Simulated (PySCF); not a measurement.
**SMILES C1=CC=CC12C=CC=C2, C₉H₈**

Cartesian coordinates in Å; atom numbers follow the order of the lines, from 1:
```xyz
17

C     2.2076    0.0084    0.9321
C     0.9411    0.1936    1.3517
C    -0.0093    0.0436    0.1844
C     0.9344   -0.2565   -0.9591
C     2.2035   -0.2721   -0.5081
C    -0.8623    1.2704   -0.0518
C    -2.1656    0.9371    0.0179
C    -2.2828   -0.4984    0.2979
C    -1.0504   -1.0329    0.3978
H     3.1027    0.0567    1.5549
H     0.5989    0.4184    2.3620
H     0.5864   -0.4265   -1.9780
H     3.0951   -0.4619   -1.1086
H    -0.4347    2.2542   -0.2453
H    -3.0092    1.6176   -0.1118
H    -3.2259   -1.0371    0.4064
H    -0.7879   -2.0714    0.5994
```

Computed with TDDFT CAM-B3LYP/aug-cc-pVDZ excited states, vertical, gas phase in PySCF 2.14.0. Geometry: PBE0-D3(BJ)/def2-SVP.

Singlets 1 and 2, 5 and 6, 7 and 8 lie within 0.01 eV of each other, so their separate moments and overlaps can depend on how they mix.

Task: Give the one- and two-photon strengths of the lowest singlets.

Result: δ for parallel linear polarisation; σ at the peak of a Lorentzian of half width 0.1 eV, single beam; Ω is circular over linear.
| state | E (eV) | f | photon λ (nm) | δ (au) | σ (GM) | Ω | main |
| --- | --- | --- | --- | --- | --- | --- | --- |
| S1 | 4.37 | 0.016 | 568 | 1.81 | 0.01 | 1.50 | HOMO→LUMO 0.93 |
| S2 | 4.37 | 0.016 | 568 | 1.81 | 0.01 | 1.50 | HOMO→LUMO+1 0.93 |
| S3 | 5.29 | 0.000 | 468 | <0.1 | 0.00 | – | HOMO→LUMO+2 0.91 |
| S4 | 5.68 | 0.000 | 436 | 92.2 | 1.09 | 1.50 | HOMO→LUMO+3 0.83, HOMO−1→LUMO+2 0.10 |
| S5 | 5.77 | 0.057 | 430 | 0.14 | 0.00 | 1.50 | HOMO−1→LUMO 0.89 |
| S6 | 5.77 | 0.057 | 430 | 0.14 | 0.00 | 1.50 | HOMO−1→LUMO+1 0.89 |
